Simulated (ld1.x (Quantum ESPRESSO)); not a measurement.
**How hard is this cobalt (Co) TM potential?**

cobalt (Co), norm-conserving Troullier–Martins (Kleinman–Bylander form), made with ld1.x (Quantum ESPRESSO) 7.5 (PBE, scalar-relativistic). Core [Ne], reference 3s2 3p6 3d7 4s2 4p0. Waves: 3s (bound): rc 0.80 bohr; 3p (bound): rc 1.30 bohr; 3d (bound): rc 1.40 bohr. Local part: all-electron potential smoothed inside 1.35 bohr (lloc = -2). Core correction: a·sin(br)/r model core inside 0.80 bohr.

Occupied shells without a wave of their own: 4s. They enter only through the test configuration that unscreens the potential, and ld1.x also counts them in the model core charge.

The pseudo-atom Hamiltonian at the reference potential is diagonalised in spherical Bessel functions j_l(qr) that vanish at 20 bohr, with q² up to the cutoff. All-electron valence levels (Ry): 3s -7.5266, 4s -0.4020, 3p -4.8242, 4p -0.0938, 3d -0.6030.

**Question.** How do the lowest levels (Ry) of each channel move with the cutoff, and are there ghosts?

**Answer.**

```json
{"cutoff (Ry)": "8", "s #1": "-6.1621", "s #2": "-0.2958", "p #1": "-1.4131", "p #2": "-0.0089", "p #3": "0.0796", "d #1": "0.0597", "d #2": "0.1399", "f #1": "0.1121", "f #2": "0.2371", "Σ f·Δε (mRy)": "28051.8"}
{"cutoff (Ry)": "18", "s #1": "-6.8267", "s #2": "-0.3813", "p #1": "-3.1530", "p #2": "-0.0497", "p #3": "0.0594", "d #1": "0.0592", "d #2": "0.1371", "f #1": "0.1121", "f #2": "0.2371", "Σ f·Δε (mRy)": "16108.4"}
{"cutoff (Ry)": "35", "s #1": "-6.9384", "s #2": "-0.3856", "p #1": "-4.5333", "p #2": "-0.0836", "p #3": "0.0504", "d #1": "0.0579", "d #2": "0.1302", "f #1": "0.1121", "f #2": "0.2371", "Σ f·Δε (mRy)": "7585.3"}
{"cutoff (Ry)": "55", "s #1": "-7.2942", "s #2": "-0.3961", "p #1": "-4.7994", "p #2": "-0.0897", "p #3": "0.0492", "d #1": "-0.0758", "d #2": "0.0659", "f #1": "0.1121", "f #2": "0.2371", "Σ f·Δε (mRy)": "4320.3"}
{"cutoff (Ry)": "90", "s #1": "-7.4893", "s #2": "-0.4019", "p #1": "-4.8237", "p #2": "-0.0901", "p #3": "0.0491", "d #1": "-0.5613", "d #2": "0.0620", "f #1": "0.1121", "f #2": "0.2371", "Σ f·Δε (mRy)": "374.4"}
{"cutoff (Ry)": "140", "s #1": "-7.4997", "s #2": "-0.4021", "p #1": "-4.8242", "p #2": "-0.0901", "p #3": "0.0491", "d #1": "-0.6030", "d #2": "0.0619", "f #1": "0.1121", "f #2": "0.2371", "Σ f·Δε (mRy)": "58.0"}
{"cutoff (Ry)": "230", "s #1": "-7.5252", "s #2": "-0.4027", "p #1": "-4.8243", "p #2": "-0.0901", "p #3": "0.0491", "d #1": "-0.6032", "d #2": "0.0619", "f #1": "0.1121", "f #2": "0.2371", "Σ f·Δε (mRy)": "3.7"}
{"cutoff (Ry)": "400", "s #1": "-7.5267", "s #2": "-0.4028", "p #1": "-4.8243", "p #2": "-0.0901", "p #3": "0.0491", "d #1": "-0.6033", "d #2": "0.0619", "f #1": "0.1121", "f #2": "0.2371", "Σ f·Δε (mRy)": "0.0"}
```

Result: no extra level below or beside the all-electron valence levels (s, p, d, f tested); 10 mRy is reached at 200 Ry and 1 mRy at over 300 Ry.

ld1.x takes every shell without a wave as core, so the model core holds the 4s electrons as well and exchange and correlation see them twice. This cancels in the reference configuration, but the file is broken for other ones, and its errors say nothing about a proper core correction. Its largest configuration-test error is -1005 meV.
